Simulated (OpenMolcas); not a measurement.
Co3+ among 3 point charges of -1 e arranged as a planar triangle (D3h).

| Quantity | Value |
| --- | --- |
| Program | OpenMolcas 26.06 |
| Method | CASSCF |
| Basis | ANO-RCC-VTZP [6s5p3d2f1g] |
| Scalar Hamiltonian | DKH2, point nucleus |
| Active space | 6 electrons in 5 orbitals (3d) |
| State averaging | 2S+1 = 5 even, 5 roots; 2S+1 = 3 even, 45 roots; 2S+1 = 1 even, 50 roots |
| Spin-orbit coupling | RASSI with atomic mean-field integrals over the reference wave functions |

All point charges move together. At R = 1.71 Å the first state of the same spin is 893.2 cm-1, and at R = 1.97 Å it is 667.7 cm-1.

**Question.** A third run gives 753 cm-1. What distance was it run at?

**Answer.** With a power law R^-n the two known points give n = -ln(667.7 / 893.2) / ln(1.97 / 1.71) = 2.06. Then R = 1.71 × (893.2 / 753)^(1/2.06) = 1.858 Å. The run was at 1.86 Å, so the estimate is off by -0.002 Å.

Without dynamic correlation the repulsion within the d shell is too large (B by tens of per cent), so at a given field states of lower spin stand too high. Point charges give a weaker field than real ligands, and real ions of this kind are often low spin; the high spin found here belongs to the model. The ground term spreads over less than 5000 cm-1, several times less than with real ligands, so orbital moments are less quenched and χT lies further from the spin-only value than at real sites (holds for R = 1.97). Point charges carry no covalency, so the field is a model and not that of real ligands. No measured value stands beside these numbers.
